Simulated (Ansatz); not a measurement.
# AlBH2SiSn: where a starting geometry ends

The starting geometry of this gas-phase singlet was optimised with GFN2-xTB.

```yaml
atoms:
  - { symbol: Al, position_ang: [-0.7817, 0.8498, 0.1658] }
  - { symbol: B, position_ang: [-1.8182, -0.8059, -0.5993] }
  - { symbol: Si, position_ang: [-2.9754, 0.7607, 1.1428] }
  - { symbol: Sn, position_ang: [-3.8882, -1.2694, 0.0309] }
  - { symbol: H, position_ang: [-1.1308, -1.3908, -1.3629] }
  - { symbol: H, position_ang: [0.7422, 1.4027, -0.1448] }
```

**Question.** Predict what becomes of its bonds when it is optimised with BLYP-D3(BJ)/def2-SVP.

**Answer.** A new bond forms, giving a structure given below by its coordinates. Contacts that close: B2–Si3 (2.61 → 2.10 Å).

The energy falls by 0.86 eV over 11 steps:

| step | E − E(last) (eV) |
| --- | --- |
| 1 | 0.863 |
| 2 | 0.187 |
| 3 | 0.078 |
| 4 | 0.033 |
| 5 | 0.029 |
| 7 | 0.009 |
| 8 | 0.002 |
| 9 | 0.000 |
| 10 | 0.000 |
| 11 | 0.000 |

Final geometry (Å):

```
atom    x (Å)    y (Å)    z (Å)
  Al  -0.5416   0.8477   0.0486
   B  -1.8214  -0.6690  -0.4923
  Si  -2.7384   0.5997   0.9043
  Sn  -4.0141  -1.4012  -0.0051
   H  -1.5289  -1.5376  -1.2891
   H   0.7923   1.7075   0.0661
```

Frequencies at the end are all real (lowest 111 cm⁻¹). Atoms past krypton carry core potentials, without spin–orbit terms. Run with Ansatz 0.2.0, 14 s on 1 thread of Intel(R) Xeon(R) 6975P-C (Granite Rapids), with other jobs on the host.
